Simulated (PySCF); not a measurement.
# Carbon: a sound run and one with changed settings

Sound run: C⁺ [He] 2s2 2p1, C²⁺ [He] 2s2. All numbers are calculated (PySCF 2.14, scalar relativity by spin-free X2C-1e, in x2c-SVPall (3s2p1d, 14 functions)). In the sound run the correlated levels freeze 1s2. The sound run starts from symmetry-adapted Hartree-Fock orbitals and uses a fine grid where one is needed.

Changed run: a valence shell is frozen. This setting is unsound on purpose.

Ionisation energy of C⁺:

```tsv
method	sound run (eV)	changed run (eV)
UHF	24.304	24.304
MP2	24.351	24.304
SCS-MP2	24.305	24.304
CCSD	24.129	24.304
CCSD(T)	24.149	24.304
CCSDT	n/a	24.304
FCI	n/a	24.304
```

Freezing a valence shell removes pair correlation that changes on ionisation.

For comparison, NIST gives 24.383 eV between the lowest levels.
